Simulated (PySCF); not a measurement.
**Electron correlation in C+ (carbon, charge +1)**

[He] 2s2 3s1, 2S determinant (an excited configuration). Computed with PySCF 2.14 in aug-cc-pVTZ, with the non-relativistic Hamiltonian (point nucleus). Frozen: 1s2; 3 electrons correlated.

MP2 pair energies summed by pair of shells (mhartree):

```
 pair  energy  share (%)
2s-2s  -42.46       81.6
2s-3s   -9.54       18.4
```

Total MP2 correlation energy: -52.00 mhartree.

Same-spin part -3.06 and opposite-spin part -48.94 mhartree; SCS-MP2 scales them by 1/3 and 6/5 to -59.75 mhartree.
